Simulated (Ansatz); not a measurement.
Computed with Ansatz on PBE0-D4/def2-TZVP structures; ΔE is electronic, products minus reactants. CCSD(T)/CBS adds triple-zeta CCSD(T) − MP2 to the extrapolated MP2 energy (def2 sets, frozen cores). This one scheme is used for every species. DFT in def2-TZVPP. Each species was taken in one conformer, which may not be the lowest.

Consider the ligand exchange at a B–C bond: `N=C(O)BN` + HCl → `NBCl` + `N=CO`.

CCSD(T)/CBS gives -70.4 kJ/mol.

(1) Another level gave -77.4 kJ/mol. Which?
A. CAM-B3LYP-D4/def2-TZVPP
B. B97M-V/def2-TZVPP
C. HF/def2-TZVPP
D. RPA@PBE/def2-TZVPP

Largest T1 diagnostic among the species: 0.014.

Answers

(1) B. B97M-V -77.4, CAM-B3LYP-D4 -71.8, RPA@PBE/def2-TZVPP -67.0, HF/def2-TZVPP -85.8 kJ/mol.

In def2-TZVPP, CCSD(T) changes the Hartree–Fock value by +15.4 kJ/mol (the triples alone add +1.5 kJ/mol) and MP2 by +10.4 kJ/mol. At CCSD(T), def2-SVP lies −7.4 kJ/mol from the extrapolated value and def2-TZVPP −0.0 kJ/mol. The D4 term adds +3.9 kJ/mol with B3LYP and +2.3 kJ/mol with PBE0; it sums over pairs of atoms, weighted by their polarisabilities, and B3LYP, whose exchange is more repulsive, gets the larger term.

B3LYP here is the variant with VWN-RPA as its local correlation; programs differ in this.
